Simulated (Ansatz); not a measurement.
Cost and result for the atomization energy of `B[SiH](O)[SiH3]` (11 atoms, 10 bonds).

Cartesian coordinates in Å:
```
B 1.367 0.590 -1.345
Si 0.554 -0.580 0.036
O 0.054 -2.035 -0.584
Si -1.261 0.666 0.897
H 1.287 0.381 -2.518
H 1.891 1.606 -0.988
H 1.479 -0.786 1.194
H -0.381 -2.640 0.017
H -2.156 1.162 -0.185
H -2.073 -0.196 1.803
H -0.762 1.833 1.674
```

Charge 0, multiplicity 1. Geometry: relaxed with PBE0-D4/def2-TZVP. It is one conformer, not always the lowest. Program: Ansatz. All runs use 2 threads of an Arm Neoverse V2 on a shared host. Times are those of one run each, without the atoms' runs, and a repeat can differ threefold. Electronic energies, without spin–orbit coupling; frozen cores. CCSD(T)/CBS adds CCSD(T) − MP2 in def2-TZVPP to the MP2 limit, and its time is that of the two runs behind it. T1 = 0.014.

CCSD(T)/CBS is a level of theory with its own doubt, some kJ/mol a heavy atom from the limit and from the frozen cores, so smaller differences don't rank the functionals.

```
                             level  functions  wall time  atomization (kcal/mol)  difference from CCSD(T)/CBS  per bond
            LDA (SPW92)/def2-TZVPP        244      1.6 s                   932.7                         95.6       9.6
                BLYP-D4/def2-TZVPP        244      2.8 s                   830.6                         -6.5      -0.6
                PBE0-D4/def2-TZVPP        244      3.6 s                   828.8                         -8.3      -0.8
                  CCSD(T)/def2-SVP         99      3.6 s                   778.2                        -58.9      -5.9
           CAM-B3LYP-D4/def2-TZVPP        244      4.3 s                   840.7                          3.6       0.4
r2SCAN-D4/def2-TZVPP (with forces)        244        6 s                   839.2                          2.1       0.2
             r2SCANh-D4/def2-TZVPP        244        6 s                   835.4                         -1.7      -0.2
                 B2PLYP/def2-TZVPP        244        7 s                   826.2                        -10.9      -1.1
                ωB97X-V/def2-TZVPP        244       11 s                   842.7                          5.6       0.6
                 B97M-V/def2-TZVPP        244       14 s                   842.5                          5.4       0.5
                    MP2/def2-QZVPP        464       29 s                   830.2                         -6.9      -0.7
                CCSD(T)/def2-TZVPP        244    8.5 min                   815.4                        -21.7      -2.2
                 CCSD(T)/CBS(def2)          –      9 min                   837.1                          0.0       0.0
```

From r2SCAN to r2SCAN0 (25 % exact exchange), in def2-TZVPP and without D4, the atomization energy moves by −9.5 kcal/mol: exact exchange takes away binding that semilocal exchange gives to molecules. At CCSD(T), def2-SVP lies −58.9 kcal/mol from the extrapolated value and def2-TZVPP −21.7 kcal/mol: correlation converges slowly with the basis, and small sets miss more of it in the bonded molecule than in its fragments. In def2-TZVPP, CCSD(T) changes the Hartree–Fock value by +182.3 kcal/mol (the triples alone add +8.3 kcal/mol) and MP2 by +184.1 kcal/mol; breaking electron pairs costs correlation energy, which Hartree–Fock lacks.
